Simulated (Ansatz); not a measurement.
`FB(F)N[SiH3]` + `B[Se]C` → `FBN[SiH3]` + `C[Se]BF` at 600 K and 1 bar (redistribution).

Computed with Ansatz on PBE0-D4/def2-TZVP structures; ΔE is electronic, products minus reactants. CBS: MP2 limit from def2 TZ/QZ plus the TZ coupled-cluster correction, frozen cores. For Se outer-core shells are correlated without core-valence functions, which leaves a few kJ/mol of doubt a bond. Scalar relativity is left out up to krypton. One conformer a species, not always the lowest.

```tsv
species	CCSD(T)/CBS energy (Eh)	H − E (kJ/mol)	S (J/(mol·K))
`FB(F)N[SiH3]`	-570.75785	193.3	424.0
`B[Se]C`	-2466.56684	197.8	365.8
`FBN[SiH3]`	-471.49367	204.0	394.9
`C[Se]BF`	-2565.82397	188.1	393.1
```

H − E and S are ideal-gas, rigid-rotor, harmonic terms from PBE0-D4/def2-TZVP, for one conformer and one mirror image of each species. 1 Eh = 2625.50 kJ/mol, R = 8.31446 J/(mol·K).

Q: By hand: ΔE, ΔH, ΔS and ΔG.

A: ΔE = (-471.49367) + (-2565.82397) − (-570.75785) − (-2466.56684) = 0.00705 Eh = 18.5 kJ/mol. Δ(H − E) = 204.0 + 188.1 − 193.3 − 197.8 = 1.0, so ΔH = 19.5 kJ/mol. ΔS = 394.9 + 393.1 − 424.0 − 365.8 = -1.8 J/(mol·K). ΔG = 19.5 − 600 × (-1.8)/1000 = 20.6 kJ/mol.

Q: By hand: the equilibrium constant, and the temperature at which ΔG would vanish if ΔH and ΔS stayed fixed.

A: log₁₀ K = −ΔG/(RT ln 10) = -1.8. ΔH and −TΔS have one sign here, so there is no such temperature.

The number of gas molecules stays the same, so ΔS is small and ΔH decides. A doubt of 5 kJ/mol in ΔE shifts log₁₀ K by 0.4 here. Other conformers and mirror images would add mixing entropy, several J/(mol·K) or more a flexible species. Modes under 60 cm⁻¹, often nearly free rotors, make the harmonic entropy too high. These are equilibria of isolated gas molecules and say nothing of rates. Largest T1 diagnostic: 0.013 (customary marks: 0.02 for closed shells, 0.045 for open ones).

ΔS is within the doubt of such terms, so its sign, and with it that verdict, could turn.
